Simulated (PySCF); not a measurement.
Al(H)(Me)(tBu), SMILES [CH3][AlH][C](C)(C)C, GFN2-xTB optimised geometry.

```
19

Al    -0.74     0.10     0.00
H     -1.34     1.53     0.00
C     -1.93    -1.49     0.00
H     -2.98    -1.19     0.16
H     -1.69    -2.22     0.77
H     -1.92    -2.04    -0.95
C      1.30     0.10     0.00
C      1.89    -0.81    -1.09
C      1.68     1.56    -0.29
C      1.91    -0.32     1.35
H      2.98    -0.77    -1.09
H      1.53    -0.50    -2.08
H      1.58    -1.84    -0.93
H      1.31     1.86    -1.27
H      1.22     2.22     0.46
H      2.76     1.71    -0.26
H      1.55     0.33     2.15
H      1.63    -1.34     1.60
H      3.00    -0.26     1.32
```

Density from PySCF 2.14.0 with PBE0/def2-SVP at that geometry.

Minimum of the electron density along straight lines between bonded atoms, close to the bond critical point (lines longer than 1.1 times the sum of covalent radii, or with two minima, are not listed):

| bond | length / Å | ρ at the minimum / e bohr⁻³ | ∇²ρ there / e bohr⁻⁵ | position (fraction from the first atom) |
|---|---|---|---|---|
| Al1–H2 | 1.553 | 0.083 | 0.29 | 0.50 |
| Al1–C3 | 1.988 | 0.079 | ? | 0.40 |
| C3–H4 | 1.097 | 0.264 | -0.91 | 0.62 |
| C3–H5 | 1.097 | 0.263 | -0.90 | 0.62 |
| C3–H6 | 1.096 | 0.262 | -0.90 | 0.62 |
| Al1–C7 | 2.038 | 0.077 | 0.27 | 0.39 |
| C7–C8 | 1.536 | 0.237 | -0.52 | 0.49 |
| C7–C9 | 1.536 | 0.237 | -0.52 | 0.49 |
| C7–C10 | 1.537 | 0.236 | -0.51 | 0.49 |
| C8–H11 | 1.092 | 0.273 | -0.98 | 0.62 |
| C8–H12 | 1.091 | 0.274 | -0.98 | 0.62 |
| C8–H13 | 1.091 | 0.274 | -0.99 | 0.62 |
| C9–H14 | 1.092 | 0.273 | -0.98 | 0.62 |
| C9–H15 | 1.093 | 0.273 | -0.98 | 0.62 |
| C9–H16 | 1.091 | 0.273 | -0.98 | 0.62 |
| C10–H17 | 1.091 | 0.274 | -0.98 | 0.62 |
| C10–H18 | 1.090 | 0.274 | -0.99 | 0.62 |
| C10–H19 | 1.092 | 0.273 | -0.98 | 0.62 |

### Question
Some entries are withheld; supply them.

### Answer

- Al1–C3, ∇²ρ there / e bohr⁻⁵: 0.31
